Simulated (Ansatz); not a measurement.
Stepwise reaction of `[NH]=[Nb]([NH2])([F])[F]` with water, as a gas-phase model of exchange steps in deposition or etching. ΔE in kJ/mol; ΔG adds harmonic PBE0-D4 terms to CCSD(T)/CBS, at 1 bar.

Program: Ansatz. Geometries: PBE0-D4/def2-TZVP. ΔE: electronic, gas phase. CBS: MP2 limit from def2 TZ/QZ plus the TZ coupled-cluster correction, frozen cores. This one scheme is used for every species. Functionals use def2-TZVPP. B3LYP here is the variant with VWN-RPA as its local correlation; programs differ in this. Elements past krypton have def2 core potentials. For Nb outer-core shells are correlated without core-valence functions, which leaves a few kJ/mol of doubt a bond. Each species was taken in one conformer, which may not be the lowest.

```csv
step,reaction,PBE-D4,B3LYP-D4,ωB97M-V,CCSD(T)/CBS,ΔG(400 K)
1,`[NH]=[Nb]([NH2])([F])[F]` + H₂O → `[NH]=[Nb]([NH2])([OH])[F]` + H–F,39.4,38.5,39.2,33.3,33.7
2,`[NH]=[Nb]([NH2])([OH])[F]` + H₂O → `[NH]=[Nb]([NH2])([OH])[OH]` + H–F,45.5,44.6,45.1,39.0,37.9
```

By hand: ΔE of the 2 steps together at CCSD(T)/CBS.

(33.3) + (39.0) = 72.3 kJ/mol, or 36.1 kJ/mol a step.

In ΔE each step is higher than the one before. All are uphill at CCSD(T)/CBS. ΔG lies between 33.7 and 37.9 kJ/mol a step. PBE-D4 differs from CCSD(T)/CBS by 6.1 to 6.5 kJ/mol a step. Isolated molecules leave out the surface, adducts and barriers. Largest T1 diagnostic: 0.021.
